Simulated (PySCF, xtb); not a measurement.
C4H5Br, SMILES C=C=CCBr.

GFN2-xTB (xtb 6.7.1) at its own geometry gives an orbital gap of 4.35 eV and a dipole moment of 4.07 D.

Geometry: r2SCAN-D4/def2-SVP. Other conformers were not sampled.

Task: What does HF/def2-TZVP run with PySCF give? (The exact figures need the calculation; the answer reports its results.)

Result: gap 13.00 eV (levels -10.08 and 2.91 eV), dipole 2.45 D.
